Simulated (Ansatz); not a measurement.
`C[S+](C)[Cu-][OH]` → 2 C• + Cu• + 7 H• + O• + S•  (atomization)

Program: Ansatz. Geometries: PBE0-D4/def2-TZVP. ΔE: electronic, gas phase. CCSD(T)/CBS adds triple-zeta CCSD(T) − MP2 to the extrapolated MP2 energy (def2 sets, frozen cores). This one scheme is used for every species, atoms too. For atomizations the MP2-based limit and the directly extrapolated one differ by several kJ/mol either way, and by 10 to 25 for some Ge, Se and Sn compounds, so smaller differences from it don't rank the levels. DFT in def2-TZVPP. Open shells (•) are unrestricted, without spin–orbit coupling. Spin–orbit coupling would lower the free atoms: a little for C, O, S. Bonds to Cu are less sure, by a few kJ/mol each and by 10 to 20 or more in all where they break to atoms, as the def2 sets lack core-valence functions. Scalar relativity is left out up to krypton. Each species was taken in one conformer, which may not be the lowest.

`C[S+](C)[Cu-][OH]`:

Cartesian coordinates in Å:
```
C 1.596 0.492 0.390
S 0.298 0.303 -0.843
C -0.943 1.421 -0.174
Cu -0.475 -1.690 -0.647
O -1.089 -3.366 -0.643
H 1.232 0.232 1.383
H 2.401 -0.186 0.111
H 1.964 1.518 0.374
H -0.557 2.441 -0.186
H -1.226 1.131 0.838
H -1.814 1.357 -0.824
H -1.386 -3.653 0.222
```

Task: What is ΔE at CCSD(T)/CBS? (An estimate is asked.)

Result: Computed: +991.9 kcal/mol.

Task: What do these levels give: CAM-B3LYP-D4, ωB97X-V, B2PLYP, CAM-B3LYP, MP2/def2-TZVPP, SCS-MP2/def2-TZVPP? (An estimate is asked.)

Result: Ansatz gave: CAM-B3LYP-D4 988.4, ωB97X-V 988.7, B2PLYP 976.3, CAM-B3LYP 983.1, MP2/def2-TZVPP 981.0, SCS-MP2/def2-TZVPP 973.5 kcal/mol.

Largest T1 diagnostic among the species: 0.023, so the coupled-cluster value is less sure than usual.

The D4 term adds +9.9 kcal/mol with B3LYP and +5.2 kcal/mol with PBE0; it sums over pairs of atoms, weighted by their polarisabilities, and B3LYP, whose exchange is more repulsive, gets the larger term. From BLYP to BHLYP (50 % exact exchange), in def2-TZVPP and without D4, ΔE moves by −35.0 kcal/mol: exact exchange takes away binding that semilocal exchange gives to molecules. Leaving LDA and LC-ωPBE aside and taking each functional with its dispersion term where it has one, the values, not all of them listed here, spread over 63.1 kcal/mol, from BHLYP-D4 to PBE-D4. LDA lies +137.1 kcal/mol from PBE without D4, its usual overbinding.

B3LYP here is the variant with VWN-RPA as its local correlation; programs differ in this.
